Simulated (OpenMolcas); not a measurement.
**Rh3+: moving or changing the point charges**

Rh3+ among 4 point charges of -2.5 e arranged as a tetrahedron (Td), 2.19 Å from the ion.

```json
{
 "Program": "OpenMolcas 26.06",
 "Method": "SS-CASPT2, IPEA 0.25 Eh, imaginary shift 0.1 Eh (closed shells correlated: 4s 4p)",
 "Basis": "ANO-RCC-VTZP [7s6p4d2f1g]",
 "Scalar Hamiltonian": "DKH2, point nucleus",
 "Active space": "6 electrons in 5 orbitals (4d)",
 "State averaging": "2S+1 = 5 even, 5 roots; 2S+1 = 3 even, 45 roots; 2S+1 = 1 even, 50 roots",
 "Spin-orbit coupling": "state interaction with AMFI integrals over the reference wave functions"
}
```

Runs around this geometry, states (labels of Td). Energies in cm-1 above the lowest state or level, χT in cm3 K/mol.

```json
{"R (Å)": "2.19", "q (e)": "-1.25", "Ground state": "5E", "First state of that spin": "5T2 1260", "First gap with spin-orbit (degeneracies)": "81 (1, 3)", "χT at 300 K": "5.208", "First state of another spin": "3T1 17680"}
{"R (Å)": "2.08", "q (e)": "-2.5", "Ground state": "5E", "First state of that spin": "5T2 2650", "First gap with spin-orbit (degeneracies)": "110 (1, 3)", "χT at 300 K": "4.555", "First state of another spin": "3T1 17040"}
{"R (Å)": "2.19", "q (e)": "-2.5", "Ground state": "5E", "First state of that spin": "5T2 2180", "First gap with spin-orbit (degeneracies)": "110 (1, 3)", "χT at 300 K": "4.755", "First state of another spin": "3T1 17320"}
{"R (Å)": "2.38", "q (e)": "-2.5", "Ground state": "5E", "First state of that spin": "5T2 1530", "First gap with spin-orbit (degeneracies)": "91 (1, 3)", "χT at 300 K": "5.068", "First state of another spin": "3T1 17600"}
```

Taking the first state of the same spin as R^-n, n = -ln(1530 / 2650) / ln(2.38 / 2.08) = 4.1 between the shortest and longest distance.

Scaling the charges by -1.25 / -2.5 = 0.50 scales the first state of the same spin by 1260 / 2180 = 0.58; with fixed orbitals a first-order splitting would follow the charge.

Roots that are degenerate in the reference are averaged as groups; the widest CASPT2 spread within a group is 380 cm-1 (the 3-fold group of multiplicity 3 near 44200 cm-1 above the lowest state of its run, R = 2.19, q = -1.25). Shifts and gaps below about the spread of the groups concerned are not significant. An orbital doublet at a regular site is open to a Jahn-Teller distortion, which this geometry leaves out. Point charges give a weaker field than real ligands, and real ions of this kind are as a rule low spin; the high spin found here belongs to the model. The ground term spreads over less than 5000 cm-1, several times less than with real ligands, so orbital moments are less quenched and χT lies further from the spin-only value than at real sites. Free-ion shares, where given, are those of the reference states; single-state CASPT2 does not remix them. This is an electrostatic model: the charges have no orbitals. No measured value stands beside these numbers.
